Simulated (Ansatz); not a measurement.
Born–Oppenheimer molecular dynamics of GaH5O (7 atoms, charge 0, multiplicity 1). It starts at the highest image of a converged band, a first-order saddle point between two minima.

The calculation used Ansatz 0.2.0, UKS PBE0-D4/def2-SVP.

| Quantity | Value |
| --- | --- |
| ensemble | NVE (velocity Verlet) |
| time step | 0.5 fs |
| steps asked | 200 |
| starting velocities drawn for | 100 K |
| seed | 10233 |

Frames 1 fs apart, positions in Å, forces in eV/Å.

Velocities at 55.0 fs (Å/ps):

```
Ga 1.23 -1.77 0.59
O -11.50 8.60 -2.73
H -18.21 0.76 -2.43
H -22.70 3.12 3.55
H 74.55 -21.63 -2.05
H 50.43 -17.46 0.71
H 13.44 21.27 2.72
```

```xyz
7
Properties=species:S:1:pos:R:3:forces:R:3 time_fs=55.0 energy_less_start_eV=-0.674 T=1142
Ga -0.245 -0.691 0.211 -0.28 0.71 -0.11
O -0.718 0.934 -0.464 0.34 -0.75 0.08
H -0.179 -1.834 -0.852 -0.02 0.09 0.01
H -0.040 -0.806 1.770 0.06 0.04 -0.12
H 3.516 -0.234 -0.615 -0.03 0.11 -0.04
H 3.594 -0.945 -0.363 -0.01 -0.11 0.04
H -0.594 1.704 0.099 -0.07 -0.10 0.14
7
Properties=species:S:1:pos:R:3:forces:R:3 time_fs=56.0 energy_less_start_eV=-0.647 T=1101
Ga -0.244 -0.693 0.212 -0.43 0.95 -0.19
O -0.729 0.942 -0.467 0.54 -0.32 0.61
H -0.198 -1.833 -0.854 0.01 0.09 0.00
H -0.062 -0.802 1.773 0.09 0.03 -0.12
H 3.590 -0.255 -0.618 -0.03 0.23 -0.08
H 3.644 -0.963 -0.362 0.00 -0.23 0.09
H -0.581 1.724 0.101 -0.18 -0.74 -0.31
7
Properties=species:S:1:pos:R:3:forces:R:3 time_fs=57.0 energy_less_start_eV=-0.615 T=1052
Ga -0.243 -0.695 0.213 -0.58 1.16 -0.27
O -0.740 0.950 -0.469 0.71 -0.19 0.90
H -0.216 -1.831 -0.857 0.04 0.07 0.00
H -0.083 -0.799 1.774 0.13 0.02 -0.10
H 3.664 -0.274 -0.621 -0.02 0.17 -0.06
H 3.694 -0.983 -0.360 -0.01 -0.17 0.07
H -0.570 1.737 0.101 -0.27 -1.06 -0.53
7
Properties=species:S:1:pos:R:3:forces:R:3 time_fs=58.0 energy_less_start_eV=-0.592 T=1016
Ga -0.242 -0.696 0.213 -0.72 1.35 -0.35
O -0.751 0.958 -0.471 0.80 -0.46 0.91
H -0.234 -1.828 -0.859 0.07 0.06 -0.01
H -0.104 -0.795 1.775 0.16 0.01 -0.08
H 3.738 -0.291 -0.624 -0.01 -0.02 0.01
H 3.745 -1.005 -0.358 -0.01 0.02 0.00
H -0.561 1.740 0.096 -0.28 -0.97 -0.47
7
Properties=species:S:1:pos:R:3:forces:R:3 time_fs=59.0 energy_less_start_eV=-0.573 T=986
Ga -0.241 -0.697 0.214 -0.85 1.52 -0.44
O -0.761 0.966 -0.472 0.78 -1.08 0.64
H -0.251 -1.825 -0.861 0.09 0.04 -0.01
H -0.122 -0.791 1.775 0.20 0.01 -0.06
H 3.812 -0.309 -0.628 -0.02 -0.22 0.08
H 3.795 -1.026 -0.356 -0.01 0.22 -0.08
H -0.555 1.734 0.087 -0.19 -0.48 -0.13
7
Properties=species:S:1:pos:R:3:forces:R:3 time_fs=60.0 energy_less_start_eV=-0.544 T=943
Ga -0.240 -0.698 0.214 -0.98 1.66 -0.53
O -0.771 0.973 -0.473 0.67 -1.89 0.22
H -0.267 -1.821 -0.864 0.12 0.02 -0.02
H -0.139 -0.787 1.775 0.23 0.00 -0.03
H 3.885 -0.328 -0.631 -0.03 -0.30 0.12
H 3.845 -1.046 -0.354 0.01 0.30 -0.11
H -0.551 1.724 0.077 -0.01 0.21 0.35
7
Properties=species:S:1:pos:R:3:forces:R:3 time_fs=61.0 energy_less_start_eV=-0.509 T=889
Ga -0.239 -0.699 0.214 -1.08 1.77 -0.60
O -0.780 0.979 -0.473 0.56 -2.53 -0.12
H -0.282 -1.818 -0.867 0.14 0.01 -0.02
H -0.154 -0.783 1.774 0.25 -0.01 0.00
H 3.959 -0.350 -0.632 -0.03 -0.21 0.08
H 3.895 -1.063 -0.353 0.01 0.21 -0.08
H -0.546 1.716 0.070 0.15 0.77 0.74
7
Properties=species:S:1:pos:R:3:forces:R:3 time_fs=62.0 energy_less_start_eV=-0.484 T=850
Ga -0.239 -0.700 0.215 -1.18 1.85 -0.66
O -0.789 0.984 -0.474 0.59 -2.63 -0.10
H -0.296 -1.814 -0.870 0.16 0.00 -0.02
H -0.166 -0.780 1.773 0.28 -0.01 0.02
H 4.032 -0.375 -0.633 -0.02 -0.01 0.01
H 3.946 -1.078 -0.354 -0.01 0.01 0.00
H -0.541 1.714 0.069 0.17 0.81 0.76
7
Properties=species:S:1:pos:R:3:forces:R:3 time_fs=63.0 energy_less_start_eV=-0.471 T=830
Ga -0.238 -0.700 0.215 -1.25 1.90 -0.71
O -0.797 0.987 -0.475 0.79 -2.19 0.29
H -0.308 -1.810 -0.873 0.18 -0.02 -0.02
H -0.175 -0.776 1.773 0.30 -0.02 0.04
H 4.104 -0.399 -0.634 0.01 0.17 -0.07
H 3.996 -1.093 -0.354 -0.03 -0.17 0.07
H -0.534 1.720 0.076 0.00 0.32 0.39
7
Properties=species:S:1:pos:R:3:forces:R:3 time_fs=64.0 energy_less_start_eV=-0.455 T=804
Ga -0.238 -0.700 0.215 -1.31 1.94 -0.74
O -0.805 0.988 -0.476 1.06 -1.55 0.81
H -0.319 -1.806 -0.876 0.19 -0.02 -0.01
H -0.182 -0.772 1.773 0.31 -0.03 0.05
H 4.178 -0.422 -0.635 0.03 0.22 -0.09
H 4.046 -1.109 -0.353 -0.05 -0.22 0.09
H -0.527 1.729 0.087 -0.24 -0.33 -0.11
7
Properties=species:S:1:pos:R:3:forces:R:3 time_fs=65.0 energy_less_start_eV=-0.434 T=772
Ga -0.238 -0.700 0.215 -1.35 1.95 -0.75
O -0.813 0.989 -0.476 1.27 -1.09 1.18
H -0.328 -1.802 -0.880 0.20 -0.03 0.00
H -0.186 -0.769 1.773 0.33 -0.03 0.05
H 4.251 -0.443 -0.638 0.01 0.10 -0.04
H 4.095 -1.127 -0.352 -0.03 -0.10 0.04
H -0.522 1.735 0.096 -0.43 -0.79 -0.48
7
Properties=species:S:1:pos:R:3:forces:R:3 time_fs=66.0 energy_less_start_eV=-0.422 T=755
Ga -0.238 -0.699 0.215 -1.38 1.94 -0.76
O -0.820 0.989 -0.475 1.35 -0.98 1.30
H -0.335 -1.799 -0.883 0.21 -0.03 0.01
H -0.186 -0.766 1.774 0.33 -0.04 0.03
H 4.324 -0.462 -0.640 -0.04 -0.11 0.05
H 4.144 -1.147 -0.350 0.02 0.11 -0.04
H -0.521 1.734 0.101 -0.49 -0.90 -0.59
```

Of the whole run (100 fs, mean temperature of the second half 961 K): The conserved energy stayed within 0.084 meV per atom of its start (net change 0.05 meV per atom), so the integration is sound. The system heated up, since it started high on the potential surface and ran downhill. A run of 0.1 ps of so small a system gives no equilibrium averages. The orbitals stay closed-shell, which can raise the energy where a bond breaks towards radicals; this wasn't checked here.

Run time: 5.5 min on 2 threads of Arm Neoverse V1, with other jobs on the host, peak memory 0.18 GiB.
